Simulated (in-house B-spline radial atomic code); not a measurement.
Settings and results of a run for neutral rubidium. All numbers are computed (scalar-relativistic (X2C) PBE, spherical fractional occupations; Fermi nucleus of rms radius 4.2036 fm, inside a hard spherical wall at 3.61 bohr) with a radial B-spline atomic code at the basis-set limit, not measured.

Command:
```bash
python run_scf.py task.json out
```
Settings (nuclear radius in fm, mass in u):
```
Z                37
configuration    [Ar] 3d10 4s1 4p6 5s1 5d1
hamiltonian      x2c
method           pbe,pbe
spin_polarised   False
nucleus          fermi
rms_radius       4.2036
atomic_mass      84.91179
speed_of_light   137.035999084
wall_radius      3.61
```

Output (hartree, bohr):
```
 radial grid: 61 intervals, B-splines of order 8, outer radius 3.61 bohr

 iter        energy (Eh)    residual
    1       -2976.272714    3.96e-01
    2       -2976.547461    9.11e-02
    3       -2976.658215    1.79e-02
    4       -2976.659482    6.98e-03
    5       -2976.659657    1.15e-03
    6       -2976.659668    1.29e-04
    7       -2976.659668    2.59e-05
    8       -2976.659668    2.36e-06
    9       -2976.659668    3.18e-08

 total energy                     -2976.65967
 kinetic                            3070.5177
 electron-nucleus                  -7208.2090
 Hartree                            1262.5595
 exchange-correlation               -101.5278

 orbital      occ     eigenvalue          <r>       <r^2>       <1/r>       r_max
 1s         2.000      -551.4689    0.0398527  0.00215142      38.864     0.02577
 2s         2.000       -73.4059     0.177517    0.037219      8.6034      0.1495
 2p         6.000       -65.0447     0.154954   0.0293879     8.25724      0.1194
 3s         2.000       -10.6571     0.510914    0.300029     2.83717      0.4513
 3p         6.000        -7.9750     0.519327    0.315392     2.65655      0.4469
 3d        10.000        -3.5358     0.527027    0.340731      2.3844      0.3938
 4s         1.000        -0.9429      1.44597     2.36144    0.923572       1.267
 4p         6.000        -0.3478      1.62938     2.98312    0.797086       1.429
 5s         1.000         0.8317      2.22211     5.52037    0.638155       2.573
 5d         1.000         1.9885      2.03813     4.94099    0.728172       2.805

 Slater integrals (Eh)
   F0(4s,4s)                     0.621603
   F0(4s,5s)                     0.467053
   G0(4s,5s)                     0.048782
   F0(4s,5d)                     0.510319
   G2(4s,5d)                     0.139235
   F0(5s,5s)                     0.402077
   F0(5s,5d)                     0.416764
   G2(5s,5d)                     0.144930
   F0(5d,5d)                     0.443567
   F2(5d,5d)                     0.203539
   F4(5d,5d)                     0.137316
```

Time taken, with all properties: 0.1 s on 1 thread of Arm Neoverse V1, with other jobs on the host.

One-electron X2C: radii and densities carry no picture-change correction, so inner-shell <1/r> comes out high (for 1s by about 2 % at Z = 33, 5 % at 54, 10 % at 75, 30 % at 118) and <r> low.
